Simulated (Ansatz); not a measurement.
`C[N](C)[InH][Br]` → Br• + 2 C• + 7 H• + In• + N•  (atomization)

Gas-phase electronic energies from Ansatz, PBE0-D4/def2-TZVP geometries. CBS: MP2 limit from def2 TZ/QZ plus the TZ coupled-cluster correction, frozen cores. This one scheme is used for every species, atoms too. Functionals use def2-TZVPP. B3LYP here is the variant with VWN-RPA as its local correlation; programs differ in this. No spin–orbit coupling; open shells (•) take unrestricted orbitals. Spin–orbit coupling would lower the free atoms: a little for C; clearly for Br; strongly for In. def2 core potentials past Kr. For Br, In outer-core shells are correlated without core-valence functions, so the limit isn't a true one: a few kJ/mol of doubt a bond, and 10 to 20 or more in all where bonds break to atoms. Scalar relativity is left out up to krypton. Each species was taken in one conformer, which may not be the lowest.

| level | ΔE (kcal/mol) |
| --- | --- |
| LDA (SPW92) | 1090.7 |
| B3LYP-D4 | 948.9 |
| r2SCAN0-D4 | 939.6 |
| B2PLYP | 938.5 |
| HF/def2-SVP | 687.2 |
| CCSD/def2-SVP | 891.5 |
| CCSD(T)/def2-SVP | 901.5 |
| HF/def2-QZVPP | 682.1 |

**Question.** What does CCSD(T)/CBS give? (Estimate.)

**Answer.** Computed: +956.0 kcal/mol. The listed levels differ from it by 134.7, -7.1, -16.4, -17.5, -268.8, -64.5, -54.5, -273.9 kcal/mol.

Largest T1 diagnostic among the species: 0.015.

From r2SCAN to r2SCAN0 (25 % exact exchange), in def2-TZVPP and without D4, ΔE moves by −12.6 kcal/mol: exact exchange takes away binding that semilocal exchange gives to molecules. The D4 term adds +10.4 kcal/mol with B3LYP and +5.5 kcal/mol with PBE0; it sums over pairs of atoms, weighted by their polarisabilities, and B3LYP, whose exchange is more repulsive, gets the larger term.

For atomizations the MP2-based limit and the directly extrapolated one differ by several kJ/mol either way, and by 10 to 25 for some Ge, Se and Sn compounds, so smaller differences from it don't rank the levels.
